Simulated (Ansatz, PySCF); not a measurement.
Torsion H3–O1–Pb2–H4 in H2OPb (SMILES [OH][PbH]); at each angle all else is relaxed with GFN2-xTB, and the levels are single points there.
Geometry at 0° (charge 0, multiplicity 1):
```xyz
4

O     -1.156     0.242     0.151
Pb     0.830     0.988    -0.075
H     -1.406    -0.623    -0.159
H      1.549    -0.499    -0.928
```

On the grid 0° to 330°, 300° is the highest and 0° the lowest point at CCSD(T)/CBS(def2-TZVPP, def2-QZVPP).

Rows in LANL2DZ carry no dispersion term and start afresh at each structure. LANL2DZ brings its own core potentials from Na on.

Run with Ansatz (an electronic-structure program); PySCF for LANL2DZ rows. Values without a source in brackets are computed. In def2 rows elements past Kr take small-core potentials, without spin–orbit coupling.

One of these levels gives 110.1 meV for the energy at 300° less that at 0°. Name it.
A) B3LYP/LANL2DZ
B) HF/def2-SVP
C) PBE/def2-TZVPP
D) r2SCAN/def2-TZVPP

A, B3LYP/LANL2DZ. The others give 191.8 (HF/def2-SVP), 296.2 (PBE/def2-TZVPP), 273.9 (r2SCAN/def2-TZVPP)
